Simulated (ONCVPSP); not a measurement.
## u(r) = r·R(r): atom against pseudo-atom (neon (Ne))

Columns: radius, all-electron u(r) and pseudo u(r) of the 2p shell (level -32.28 eV) of neon in the configuration [He] 2s2 2p5; PBE, scalar-relativistic, ONCV scheme, ONCVPSP 4.0.1.

```json
{"r (bohr)": "0.065", "all-electron": "0.0956", "pseudo": "0.0372"}
{"r (bohr)": "0.130", "all-electron": "0.2829", "pseudo": "0.1421"}
{"r (bohr)": "0.195", "all-electron": "0.4803", "pseudo": "0.2981"}
{"r (bohr)": "0.260", "all-electron": "0.6534", "pseudo": "0.4816"}
{"r (bohr)": "0.325", "all-electron": "0.7909", "pseudo": "0.6666"}
{"r (bohr)": "0.390", "all-electron": "0.8922", "pseudo": "0.8305"}
{"r (bohr)": "0.455", "all-electron": "0.9599", "pseudo": "0.9574"}
{"r (bohr)": "0.520", "all-electron": "0.9988", "pseudo": "1.0400"}
{"r (bohr)": "0.585", "all-electron": "1.0139", "pseudo": "1.0785"}
{"r (bohr)": "0.650", "all-electron": "1.0105", "pseudo": "1.0800"}
{"r (bohr)": "0.715", "all-electron": "0.9930", "pseudo": "1.0544"}
{"r (bohr)": "0.780", "all-electron": "0.9651", "pseudo": "1.0119"}
{"r (bohr)": "0.845", "all-electron": "0.9300", "pseudo": "0.9611"}
{"r (bohr)": "0.910", "all-electron": "0.8899", "pseudo": "0.9080"}
{"r (bohr)": "0.975", "all-electron": "0.8468", "pseudo": "0.8557"}
{"r (bohr)": "1.040", "all-electron": "0.8020", "pseudo": "0.8056"}
{"r (bohr)": "1.105", "all-electron": "0.7566", "pseudo": "0.7577"}
{"r (bohr)": "1.170", "all-electron": "0.7114", "pseudo": "0.7116"}
{"r (bohr)": "1.235", "all-electron": "0.6671", "pseudo": "0.6671"}
{"r (bohr)": "1.300", "all-electron": "0.6240", "pseudo": "0.6240"}
{"r (bohr)": "1.365", "all-electron": "0.5826", "pseudo": "0.5825"}
{"r (bohr)": "1.430", "all-electron": "0.5429", "pseudo": "0.5428"}
{"r (bohr)": "1.495", "all-electron": "0.5051", "pseudo": "0.5051"}
{"r (bohr)": "1.560", "all-electron": "0.4693", "pseudo": "0.4693"}
{"r (bohr)": "1.625", "all-electron": "0.4356", "pseudo": "0.4355"}
{"r (bohr)": "1.690", "all-electron": "0.4038", "pseudo": "0.4038"}
```

(1) How many radial nodes do the two functions have?

(2) At about which radius was the pseudo-wave matched?

(3) Is the pseudo-wave norm-conserving?

Answers

(1) The all-electron 2p function has n − l − 1 = 0; the pseudo-wave has 0.

(2) 1.30 bohr. The columns agree to 0.0005 from 1.17 bohr on; several derivatives are matched, so the curves merge somewhat inside the radius.

(3) Yes: the ONCV scheme keeps the norm inside the radius equal to the all-electron one, which fixes the energy derivative of the logarithmic derivative at the level.
